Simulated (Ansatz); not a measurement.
Total energies of the cluster Ge₅O₅ (the lowest singlet isomer of a short search) from Ansatz at PBE0-D4/def2-SVP, gas phase (1 Eh = 27.2114 eV = 2625.5 kJ/mol). The reference geometry is relaxed at r2SCAN-D4/def2-SVP.

Cartesian coordinates in Å:
```
Ge 1.7668 -0.8411 -1.3214
Ge -1.9109 1.2726 1.1882
Ge 1.0787 0.0651 2.1151
Ge 0.0657 1.4248 -0.7679
Ge -1.3884 -1.7390 -0.7235
O 1.3318 0.4595 0.3656
O 0.7036 0.4654 -2.1180
O -1.4178 0.0704 -0.2048
O -0.5771 0.7813 2.2893
O 0.3474 -1.9589 -0.8226
```

```tsv
state	geometry	energy (Eh)
charge 0 singlet	reference	-10758.14385
charge 1 doublet	reference	-10757.83985
charge -1 doublet	reference	-10758.18364
free Ge atom (triplet)	–	-2076.39507
free O atom (triplet)	–	-74.92490
```

(1) Work out the vertical ionisation energy to the doublet.

(2) Work out the vertical electron affinity, to the doublet.

(3) Give the fundamental gap IE − EA, the Mulliken electronegativity (IE + EA)/2 and the hardness (IE − EA)/2.

(4) What is the binding energy per atom against free atoms?

(1) E(charge 1 doublet) − E(charge 0 singlet) = -10757.83985 − (-10758.14385) = 0.30400 Eh = 8.27 eV. For comparison, −ε of the highest occupied level is 6.60 eV at this level, 1.67 eV less.

(2) E(charge 0 singlet) − E(charge -1 doublet) = -10758.14385 − (-10758.18364) = 0.03979 Eh = 1.08 eV. The basis lacks diffuse functions, which makes affinities too small.

(3) From the values in Eh: IE − EA = 0.30400 − 0.03979 = 0.26421 Eh = 7.19 eV; (IE + EA)/2 = 4.68 eV; (IE − EA)/2 = 3.59 eV. The HOMO–LUMO gap of the same run is 4.03 eV, 3.16 eV smaller than the fundamental gap.

(4) Atoms: 5 × (-2076.39507) + 5 × (-74.92490) = -10756.59985 Eh. Binding: -10756.59985 − (-10758.14385) = 1.54400 Eh = 42.01 eV, or 4.20 eV for each of 10 atoms (no zero-point energy, no counterpoise term).

At PBE0-D4/def2-SVP the highest occupied level of the charge -1 doublet lies above zero (up to 0.46 eV). By energy differences its removal costs 1.08 eV (vertical, to the charge 0 singlet, at PBE0-D4/def2-SVP); self-interaction error and the lack of diffuse functions both raise the level.  

The structure comes from a short search, and lower isomers may exist.
